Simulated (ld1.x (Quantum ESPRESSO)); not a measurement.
ruthenium: one change to an ultrasoft potential, before and after

Ru (Z = 44), ultrasoft, made with ld1.x (Quantum ESPRESSO) 7.5 (LDA (PZ), fully relativistic). Core [Kr], reference 4d7 5s0 5p0 (charge +1). Waves: 5s (bound, empty): rcut 2.45, rcutus 2.75 bohr; 5s channel at 4.05 Ry: rcut 2.45, rcutus 2.75 bohr; 5p (bound, empty): rcut 3.20, rcutus 4.10 bohr; 5p channel at 1.55 Ry: rcut 3.20, rcutus 4.10 bohr; 4d (bound): rcut 1.70, rcutus 2.30 bohr; 4d channel at 0.15 Ry: rcut 1.70, rcutus 2.30 bohr. Local part: all-electron potential smoothed inside 2.80 bohr (lloc = -1). Core correction: none. Augmentation charge: built from norm-conserving waves at rcut, not smoothed further.

Open shells are filled in proportion to 2j + 1 (rel_dist='average').

All-electron outer shells of the reference configuration (LDA (PZ), scalar-relativistic, ld1.x):

| shell | level (eV) | outermost node (bohr) | outermost maximum (bohr) |
| --- | --- | --- | --- |
| 4p | -54.03 | 0.49 | 0.98 |
| 4d | -12.80 | 0.48 | 1.21 |
| 5s | -10.83 | 1.23 | 2.59 |
| 5p | -6.27 | 1.40 | 3.25 |

Change: type TM; waves now 5s (bound): rc 2.75 bohr; 4d (bound): rc 2.30 bohr; 5p (bound): rc 4.10 bohr; local potential the p channel.

Cutoffs: the cutoffs (Ry, on a coarse ladder) from which the occupation-weighted sum of valence levels, in a spherical-Bessel basis at the reference potential, stays within 10 and 1 mRy of its value at 400 Ry; they do not see the model core or the augmentation charge, which bear on the density cutoff. Errors are all-electron minus pseudo energies relative to the spin-unpolarised reference configuration.

Question: What does the change do?

Answer: The potential gets harder (18 Ry and 35 Ry → 40 Ry and 45 Ry); the bound ghost in p, s disappears; of the 7 tests that both files solve, the error grows in 5 and shrinks in 1 by more than 15 % and 0.3 meV (median size 92.1 → 116.0 meV); the range in which the d3/2 phases agree narrows (upper end 2.0 → -0.2); the range in which the d5/2 phases agree narrows (upper end 2.1 → -0.2). Several settings change at once here, so the effects cannot be laid on one of them.

```tsv
quantity	base	changed
cutoff, loose	18 Ry	40 Ry
cutoff, tight	35 Ry	45 Ry
bound ghosts	s, p1/2, p3/2	none
error for 4d7 5s1 5p0, meV [ΔE -7.61 eV]	+3.3	+9.6
error for 4d6 5s0 5p0, meV [ΔE 18.44 eV]	-20	-145
error for 4d5 5s0 5p0, meV [ΔE 49.28 eV]	-136	-615
error for 4d7 5s0 5p1, meV [ΔE -4.03 eV]	-14	-2.1
error for 4d6 5s2 5p0, meV [ΔE -6.00 eV]	-92	-100
error for 4d6 5s1 5p1, meV [ΔE -1.96 eV]	-97	-116
error for 4d4 5s0 5p0, meV [ΔE 93.99 eV]	-423	-1302
s: phases at 4.47 bohr within 0.05 rad from the reference energy up to (Ry; the scan ends near 5)	0.1	-0.3
p1/2: phases at 4.47 bohr within 0.05 rad from the reference energy up to (Ry; the scan ends near 5)	0.3	n/a
p3/2: phases at 4.47 bohr within 0.05 rad from the reference energy up to (Ry; the scan ends near 5)	0.3	0.5
d3/2: phases at 4.47 bohr within 0.05 rad from the reference energy up to (Ry; the scan ends near 5)	2.0	-0.2
d5/2: phases at 4.47 bohr within 0.05 rad from the reference energy up to (Ry; the scan ends near 5)	2.1	-0.2
```

Changed file: These tests converged, but a pseudo level misses the all-electron one widely, so the file describes the atom poorly there or has found another state: 4d4 5s0 5p0: empty 5s by 5.9 eV. A true bound ghost makes a file unfit for plane-wave use even where its test errors are small: the radial tests pick states by their node count and pass the ghost by.
